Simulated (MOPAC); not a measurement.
MOPAC input (AM1):

```
AM1 1SCF UHF MS=0.5 GEO-OK AUX(PRECISION=9) THREADS=1
Cl2FGe

F    -0.04865700 1    1.84114900 1   -0.34777500 1
Ge   -0.01120500 1    0.27059200 1    0.41038200 1
Cl   -1.76084500 1   -0.79215200 1   -0.30985900 1
Cl    1.80769700 1   -0.69192300 1   -0.27850900 1
```

Output:

```
 *******************************************************************************
 **                                                                           **
 **                              MOPAC v23.2.5                                **
 **                                                                           **
 *******************************************************************************
 ** MOPAC's Digital Object Identifier: https://doi.org/10.5281/zenodo.6511958 **
 **                                                                           **
 ** Please cite the open-source release paper for use of this MOPAC version:  **
 ** J. E. Moussa and J. J. P. Stewart (2026)                                  **
 ** MOPAC: An open-source semiempirical molecular orbital program             **
 ** J. Open Source Softw., 11(119), 8025, https://doi.org/10.21105/joss.08025 **
 *******************************************************************************

                              AM1 CALCULATION RESULTS

 *******************************************************************************
 *  AM1        - The AM1 Hamiltonian to be used
 *  GEO-OK     - OVERRIDE INTERATOMIC DISTANCE AND OTHER SAFETY CHECKS
 *  UHF        - UNRESTRICTED HARTREE-FOCK CALCULATION
 *  MS=        - IN MECI, MAGNETIC COMPONENT OF SPIN =  0.5
 *  1SCF       - DO 1 SCF AND THEN STOP
 *  AUX        - OUTPUT AUXILIARY INFORMATION
 *******************************************************************************
AM1 1SCF UHF MS=0.5 GEO-OK AUX(PRECISION=9) THREADS=1
 Cl2FGe

   ATOM   CHEMICAL          X               Y               Z
  NUMBER   SYMBOL      (ANGSTROMS)     (ANGSTROMS)     (ANGSTROMS)

     1       F         -0.04865700  *   1.84114900  *  -0.34777500  *
     2      Ge         -0.01120500  *   0.27059200  *   0.41038200  *
     3      Cl         -1.76084500  *  -0.79215200  *  -0.30985900  *
     4      Cl          1.80769700  *  -0.69192300  *  -0.27850900  *

          CARTESIAN COORDINATES

    NO.       ATOM           X           Y           Z

     1         F         -0.0487      1.8411     -0.3478
     2        Ge         -0.0112      0.2706      0.4104
     3        Cl         -1.7608     -0.7922     -0.3099
     4        Cl          1.8077     -0.6919     -0.2785

  F: (AM1): M.J.S. DEWAR AND E. G. ZOEBISCH, THEOCHEM, 180, 1 (1988).
 Cl: (AM1): M.J.S. DEWAR AND E. G. ZOEBISCH, THEOCHEM, 180, 1 (1988).
 Ge: (AM1): M.J.S.Dewar and C.Jie, Organometallics, 8, 1544, (1989)

           Empirical Formula: F Ge Cl2  =     4 atoms

      MOLECULAR POINT GROUP   :   Cs

          UHF CALCULATION, NO. OF ALPHA ELECTRONS =   13
                           NO. OF BETA  ELECTRONS =   12

 -------------------------------------------------------------------------------
 AM1 1SCF UHF MS=0.5 GEO-OK AUX(PRECISION=9) THREADS=1
 Cl2FGe

     1SCF WAS SPECIFIED, SO BFGS WAS NOT USED
     SCF FIELD WAS ACHIEVED

                              AM1 CALCULATION
                                                       MOPAC v23.2.5 Linux

          FINAL HEAT OF FORMATION =       -126.21677 KCAL/MOL =    -528.09096 KJ/MOL

          COSMO AREA              =        121.45 SQUARE ANGSTROMS
          COSMO VOLUME            =        111.41 CUBIC ANGSTROMS

          IONIZATION POTENTIAL    =         10.790799 EV
          ALPHA SOMO LUMO (EV)    =        -10.791 -1.604
          BETA  SOMO LUMO (EV)    =        -12.494 -2.695
          NO. OF ALPHA ELECTRONS  =         13
          NO. OF BETA  ELECTRONS  =         12
          MOLECULAR WEIGHT        =        162.4944         POINT GROUP:  Cs

          MOLECULAR DIMENSIONS (Angstroms)

            Atom       Atom       Distance
           Cl     4   Cl     3     3.57009
           Cl     3    F     1     2.58475
           Ge     2    F     1     0.72545

          SCF CALCULATIONS        =          1

   ATOM   CHEMICAL          X               Y               Z
  NUMBER   SYMBOL      (ANGSTROMS)     (ANGSTROMS)     (ANGSTROMS)

     1       F         -0.04865700  *   1.84114900  *  -0.34777500  *
     2      Ge         -0.01120500  *   0.27059200  *   0.41038200  *
     3      Cl         -1.76084500  *  -0.79215200  *  -0.30985900  *
     4      Cl          1.80769700  *  -0.69192300  *  -0.27850900  *

                             CARTESIAN COORDINATES

   1    F       -0.048657000     1.841149000    -0.347775000
   2   Ge       -0.011205000     0.270592000     0.410382000
   3   Cl       -1.760845000    -0.792152000    -0.309859000
   4   Cl        1.807697000    -0.691923000    -0.278509000

           Empirical Formula: F Ge Cl2  =     4 atoms

      MOLECULAR POINT GROUP   :   Cs

          ALPHA EIGENVALUES
 -47.34434 -37.14964 -36.66006 -16.07720 -16.02131 -15.89459 -15.09039 -13.81275
 -13.11405 -12.69839 -12.67626 -12.50638 -10.79080  -1.60359  -1.53368   0.39838

           BETA EIGENVALUES
 -47.21089 -37.05313 -36.58680 -16.03271 -15.86078 -15.80419 -14.43625 -13.75776
 -12.81937 -12.69404 -12.58383 -12.49438  -2.69464  -1.27616  -1.06967   0.73293

              NET ATOMIC CHARGES AND DIPOLE CONTRIBUTIONS

  ATOM NO.   TYPE          CHARGE      No. of ELECS.   s-Pop       p-Pop
    1          F          -0.416960        7.4170     1.91405     5.50291
    2         Ge           1.111242        2.8888     0.96338     1.92537
    3         Cl          -0.347141        7.3471     1.98514     5.36200
    4         Cl          -0.347141        7.3471     1.98514     5.36200
 DIPOLE           X         Y         Z       TOTAL
 POINT-CHG.    -0.040     0.231     3.868     3.875
 HYBRID        -0.000     0.429    -1.334     1.401
 SUM           -0.041     0.661     2.534     2.619

          ATOMIC ORBITAL ELECTRON POPULATIONS

     Atom    s        px        py        pz
    1  F   1.91405   1.95346   1.67662   1.87284
    2 Ge   0.96338   0.63496   0.55052   0.73989
    3 Cl   1.98514   1.60776   1.84516   1.90908
    4 Cl   1.98514   1.57812   1.86967   1.91420

                    (SZ)    =    0.500000
                    (S**2)  =    0.753555

          ATOMIC ORBITAL SPIN POPULATIONS

    Atom   Total    s     px     py     pz
         Atomic
    1  F  0.0204  0.005 -0.002 -0.013  0.030
    2 Ge  0.9289  0.439  0.015  0.021  0.454
    3 Cl  0.0254  0.002 -0.011 -0.002  0.036
    4 Cl  0.0254  0.002 -0.011 -0.002  0.036

 **********************
 *                    *
 * JOB ENDED NORMALLY *
 *                    *
 **********************

 == MOPAC DONE ==
```

The geometry given is a B3LYP-D3(BJ)/def2-TZVP minimum.
